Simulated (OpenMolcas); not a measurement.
# neutral sulfur: effect of the IPEA shift

```json
{"Program": "OpenMolcas", "Basis": "ANO-RCC-VQZP [6s5p3d2f1g]", "Scalar Hamiltonian": "DKH2, point nucleus", "Active space": "6 electrons in 4 orbitals (3s 3p)", "State averaging": "2S+1 = 3 even, 3 roots; 2S+1 = 1 even, 6 roots; 2S+1 = 3 odd, 3 roots (0 in the spin-orbit step)", "Spin-orbit coupling": "state interaction with AMFI integrals over the reference wave functions, term energies averaged over their components"}
```

Methods on the same reference wave functions:
A. CASSCF
B. SS-CASPT2, IPEA 0 Eh, imaginary shift 0.1 Eh (closed shells correlated: 2s 2p)
C. SS-CASPT2, IPEA 0.25 Eh, imaginary shift 0.1 Eh (closed shells correlated: 2s 2p)

Energies in cm-1 above 3s2 3p4 3P2, the measured ground level; measured values from NIST Handbook of Basic Atomic Spectroscopic Data.

```
      Level      A      B      C  Measured
3s2 3p4 3P2    0.0    0.0    0.0       0.0
3s2 3p4 3P1    371    373    373       396
3s2 3p4 3P0    542    543    543       574
3s2 3p4 1D2  11726   9640   9200      9239
3s2 3p4 1S0  21439  22230  21710     22180
```

Deviations, from unrounded energies. A percentage is the sum of absolute deviations over the sum of measured energies, with the sign that they share, or ± where signs differ.

| Against measurement | Levels | A | B | C |
| --- | --- | --- | --- | --- |
| mean absolute deviation (cm-1) | 4 | 820 | 130 | 140 |
| fine structure of the ground term (%) | 2 | -5.8 | -5.5 | -5.5 |
| other terms of the ground configuration (%) | 2 | ±10.3 | +1.4 | -1.6 |

B lies closest to measurement on these levels and A furthest from it. The largest miss of B in the table is 3s2 3p4 1D2, by +400 cm-1. The ranking rests on the paired levels alone, and a cruder setting can come out closer through cancelling errors.

Between B and C the level of the table that moves most is 3s2 3p4 1S0, by 520 cm-1 (lowest in C, highest in B). Moves below CASPT2's spread within the term are not significant.

The mean deviations of B to C differ by less than CASPT2's widest spread within a term (130 cm-1), so their order carries little weight.

From A to B the spin-free energies of the other terms of 3s2 3p4 shown, above 3P, scale by factors of 0.82 to 1.04.

The lowest spin-free term lies below A's lowest term by 0.190 hartree in B, 0.181 hartree in C.

CASPT2 does not keep the components of a term degenerate, so their means are used; among the terms shown or strongly mixed into the levels shown the widest spread is 130 cm-1 (3s2 3p4 1D, C). No level of 3s 3p5 was computed, though it lies in the active space. Without dynamic correlation excited terms often stand tens of per cent too high (terms of higher spin than the ground term too low), and those without a measured partner can miss by more than the paired ones (holds for A). Computed and measured levels are paired by configuration, term and J; levels that our copy of the source lacks, or whose pairing is in doubt (as where it misses far off the trend of its configuration), stay unpaired and out of the deviations. Only configurations of the active space appear.
